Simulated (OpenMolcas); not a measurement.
OpenMolcas run: Kr3+

Input:

```
&GATEWAY
Coord
1

Kr 0.0 0.0 0.0
Basis=ANO-R3
Group=XYZ
NoMove
AngMom=0.0 0.0 0.0
AMFI
&SEWARD
* reference wave functions (RASSCF and RASSI steps not shown): 3 electrons in 3 orbitals (4p)
>>> COPY JOB001 $Project.JobIph
&CASPT2
Multistate=1 1
Frozen=3 6
IPEA=0.25
Imaginary=0.1
MaxIter=60
WThr=0.0 0.3 0.05
PrWF=0.5
NoMix
>>> COPY JOB002 $Project.JobIph
&CASPT2
Multistate=8 1 2 3 4 5 6 7 8
Frozen=3 6
IPEA=0.25
Imaginary=0.1
MaxIter=60
WThr=0.0 0.3 0.05
PrWF=0.5
NoMix
```

Output, cut to the results:

```
--- CASPT2 ---
Orbital specifications:
      -----------------------

      Symmetry species                           1   2
                                                ag  au
      Frozen orbitals                            3   6
      Inactive orbitals                          6   0
      Active orbitals                            0   3
      Secondary orbitals                        41  48
      Deleted orbitals                           0   0
      Number of basis functions                 50  57
Type of calculation                        SS-CASPT2
      Fock operator                              state-specific
      IPEA shift                                 0.25
      Real shift                                 0.00
      Imaginary shift                            0.10
      The input orbitals will be transformed to quasi-canonical
Reference energy:       -2785.6735416763
      E2 (Non-variational):      -0.5952993758
      Shift correction:          -0.0001201283
      E2 (Variational):          -0.5954195041
      Total energy:           -2786.2689611805
      Residual norm:              0.0000002244
      Reference weight:           0.95014
      Contributions to the CASPT2 correlation energy
      Active & Virtual Only:         -0.0207074904
      One Inactive Excited:          -0.1218455498
      Two Inactive Excited:          -0.4527463356
::    CASPT2 Root  1     Total energy:  -2786.26896118
--- CASPT2 ---
Orbital specifications:
      -----------------------

      Symmetry species                           1   2
                                                ag  au
      Frozen orbitals                            3   6
      Inactive orbitals                          6   0
      Active orbitals                            0   3
      Secondary orbitals                        41  48
      Deleted orbitals                           0   0
      Number of basis functions                 50  57
Type of calculation                        MS-CASPT2
      Fock operator                              state-specific
      IPEA shift                                 0.25
      Real shift                                 0.00
      Imaginary shift                            0.10
      The input orbitals will be transformed to quasi-canonical
Reference energy:       -2785.5698883511
      E2 (Non-variational):      -0.6154900595
      Shift correction:          -0.0001609626
      E2 (Variational):          -0.6156510220
      Total energy:           -2786.1855393732
      Residual norm:              0.0000000996
      Reference weight:           0.94265
      Contributions to the CASPT2 correlation energy
      Active & Virtual Only:         -0.0354784757
      One Inactive Excited:          -0.1265367944
      Two Inactive Excited:          -0.4534747894
Reference energy:       -2785.5698883511
      E2 (Non-variational):      -0.6146755939
      Shift correction:          -0.0001578097
      E2 (Variational):          -0.6148334036
      Total energy:           -2786.1847217547
      Residual norm:              0.0000000978
      Reference weight:           0.94314
      Contributions to the CASPT2 correlation energy
      Active & Virtual Only:         -0.0353575035
      One Inactive Excited:          -0.1258431350
      Two Inactive Excited:          -0.4534749555
::    CASPT2 Root  1     Total energy:  -2786.18553937
::    CASPT2 Root  2     Total energy:  -2786.18472175
::    CASPT2 Root  3     Total energy:  -2786.18471985
::    CASPT2 Root  4     Total energy:  -2786.18475958
::    CASPT2 Root  5     Total energy:  -2786.18518559
::    CASPT2 Root  6     Total energy:  -2786.12541134
::    CASPT2 Root  7     Total energy:  -2786.12542298
::    CASPT2 Root  8     Total energy:  -2786.12552338
::    MS-CASPT2 Root  1     Total energy:  -2786.18703459
::    MS-CASPT2 Root  2     Total energy:  -2786.18583217
::    MS-CASPT2 Root  3     Total energy:  -2786.18516101
::    MS-CASPT2 Root  4     Total energy:  -2786.18361168
::    MS-CASPT2 Root  5     Total energy:  -2786.18328795
::    MS-CASPT2 Root  6     Total energy:  -2786.12623706
::    MS-CASPT2 Root  7     Total energy:  -2786.12526739
::    MS-CASPT2 Root  8     Total energy:  -2786.12485201
```

Levels above the lowest, from the spin-orbit matrix with the single-state CASPT2 energies, averaged by term, on its diagonal:

```csv
Configuration,Term,J,E (cm-1),Measured (cm-1),g,Term weight %,Second
4s2 4p3,4S*,3/2,0.0,0.0,1.990,98,
4s2 4p3,2D*,3/2,17610,17038,0.848,91,8 2P*
4s2 4p3,2D*,5/2,18970,18700,1.200,100,
4s2 4p3,2P*,1/2,32040,31056,0.666,100,
4s2 4p3,2P*,3/2,33940,33406,1.298,90,8 2D*
```

Against the 4 measured excited levels shown (Saloman, J. Phys. Chem. Ref. Data 36, 215 (2007)) the mean absolute deviation is 590 cm-1; the largest miss in energy is 4s2 4p3 2P* 1/2: computed 32040, measured 31056 cm-1 (+3.2 %).

CASPT2 does not keep the components of a term degenerate, so their means are used; among the terms shown or strongly mixed into the levels shown the widest spread is 180 cm-1 (4s2 4p3 2D*). With the s shell closed, the reference lacks s² → p² mixing. Measured partners are found by configuration, term and J. A level has none where our copy of the source lacks it or the pairing is in doubt (some pairs that miss far off the trend of their configuration count as doubtful), and it then counts in no deviation. Only configurations of the active space appear.

The term weight is that of the spin-free term in the level, not the purity of its configuration. * marks odd parity.
